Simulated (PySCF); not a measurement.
HO₂Si, charge +1. Atoms are numbered in the order given.

```xyz
4

O     -0.0012     1.5745     0.0000
Si     0.0187     0.0852     0.0000
O     -0.0906    -1.4443     0.0000
H      0.4724    -2.2335     0.0000
```
Charge +1, spin multiplicity 1.

Geometry: PBE0-D3(BJ)/def2-TZVP. The isomer is the one that the SMILES or the coordinates give; other isomers of the formula were not compared.

These are PySCF with PBE0-D3(BJ)/def2-TZVP values and carry that method's errors.

Frequencies are harmonic and unscaled.

Computed vibrational spectrum:
```json
[
 {"mode": "1", "ν (cm⁻¹)": "237", "IR (km/mol)": "44.0", "moving atoms (share of kinetic energy)": "Si 52 %, O 41 %"},
 {"mode": "2", "ν (cm⁻¹)": "246", "IR (km/mol)": "15.5", "moving atoms (share of kinetic energy)": "Si 49 %, O 35 %, H 16 %"},
 {"mode": "3", "ν (cm⁻¹)": "424", "IR (km/mol)": "212.9", "moving atoms (share of kinetic energy)": "H 78 %, O 19 %"},
 {"mode": "4", "ν (cm⁻¹)": "982", "IR (km/mol)": "8.3", "moving atoms (share of kinetic energy)": "O 91 %, H 8 %"},
 {"mode": "5", "ν (cm⁻¹)": "1464", "IR (km/mol)": "75.2", "moving atoms (share of kinetic energy)": "Si 53 %, O 45 %"},
 {"mode": "6", "ν (cm⁻¹)": "3779", "IR (km/mol)": "652.7", "moving atoms (share of kinetic energy)": "H 94 %"}
]
```
